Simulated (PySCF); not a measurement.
Identify the unknown among the candidates.

All candidates are C6H11NO.

| technique | computed result |
| --- | --- |
| 1H NMR | chemical shifts (computed TMS as zero) by class: 5.09 (1 H), 5.08 (1 H), 4.70 (1 H), 4.56 (1 H), 2.35 (2 H), 2.14 (2 H), 1.84 (3 H) ppm [GIAO PBE0/pcSseg-1] |
| 13C NMR | chemical shifts (computed TMS as zero) by class: 172.8 (1 C), 155.6 (1 C), 117.5 (1 C), 37.8 (1 C), 37.4 (1 C), 24.7 (1 C) ppm [GIAO PBE0/pcSseg-1] |
| NMR, other nuclei | isotropic shieldings of nuclei other than C and H, by class: 154 (1 N), -83 (1 O) ppm [GIAO PBE0/pcSseg-1] |
| Rotational structure | rotational constants A, B, C: 4.581, 0.905, 0.887 GHz [GFN2-xTB] |
| Dipole | 3.73 D [PBE0/pcSseg-1] |

Gas-phase values; electronic properties from PySCF, density fitting. Levels stand in brackets. One conformer (not necessarily the lowest) at the GFN2-xTB geometry, without solvent, vibrations or thermal averaging. NMR values are class means; diastereotopic atoms form classes of their own.

Problem. Which candidate is it?
A. `CC(=O)/C=C/N(C)C`
B. `O=CN1CCCCC1`
C. `C=C(C)CCC(N)=O`

Solution. C. It is `C=C(C)CCC(N)=O`. Numbering: `[CH2:1]=[C:2]([CH3:3])[CH2:4][CH2:5][C:6]([NH2:7])=[O:8]`. Its formula, C6H11NO, gives 2 degrees of unsaturation: 0 rings and 2 π bonds in the structure found. 6 carbons fall into 6 classes; from least to most shielded: amide carbonyl carbon [C6] (172.8 ppm), fully substituted alkene carbon [C2] (155.6 ppm), terminal =CH2 carbon [C1] (117.5 ppm), sp3 carbon next to a carbonyl [C5] (37.8 ppm), allylic carbon [C4] (37.4 ppm), allylic carbon [C3] (24.7 ppm). Hydrogen classes from least to most shielded: 1 H on a terminal =CH2 carbon, C1 (5.09 ppm), 1 H on a terminal =CH2 carbon, C1 (5.08 ppm), 1 H on an amide nitrogen, N7 (4.70 ppm), 1 H on an amide nitrogen, N7 (4.56 ppm), 2 H on an allylic carbon, C4 (2.35 ppm), 2 H on an sp3 carbon next to a carbonyl, C5 (2.14 ppm, a mean of values up to 0.7 ppm apart in this geometry), 3 H on an allylic carbon, C3 (1.84 ppm). The other shieldings belong to: 154 ppm, amide nitrogen [N7]; -83 ppm, amide oxygen [O8]. The optimised geometry has point group C1 and is an asymmetric top.

The others, at the same levels:
- `CC(=O)/C=C/N(C)C` fails: it has 5 carbon classes against 6; its computed 13C shifts are 194.9 (1 C), 154.7 (1 C), 98.0 (1 C), 41.7 (2 C), 32.3 (1 C) ppm, 1H shifts are 7.56 (1 H), 4.89 (1 H), 2.92 (6 H), 2.01 (3 H) ppm and rotational constant A is 4.813 GHz (against 4.581 GHz).
- `O=CN1CCCCC1` fails: it has 4 carbon classes against 6; its computed 13C shifts are 160.6 (1 C), 46.1 (2 C), 30.8 (2 C), 29.6 (1 C) ppm, 1H shifts are 8.01 (1 H), 3.43 (4 H), 1.68 (2 H), 1.45 (4 H) ppm and rotational constant A is 3.872 GHz (against 4.581 GHz).

Each candidate is one conformer, not necessarily the lowest. Dipoles, sizes and rotational constants follow the conformer. The torsions of the flexible species, by atom-mapped SMILES:
- `[CH2:1]=[C:2]([CH3:3])[CH2:4][CH2:5][C:6]([NH2:7])=[O:8]`: C1–C2–C4–C5 -102°, C2–C4–C5–C6 177°, C4–C5–C6–N7 -172°, H–N7–C6–C5 1°, H–N7–C6–C5 180°
- `[CH3:1][C:2](=[O:3])/[CH:4]=[CH:5]/[N:6]([CH3:7])[CH3:8]`: C1–C2–C4–C5 180°, C4–C5–N6–C7 3°

The conformers of `O=CN1CCCCC1` aren't listed.
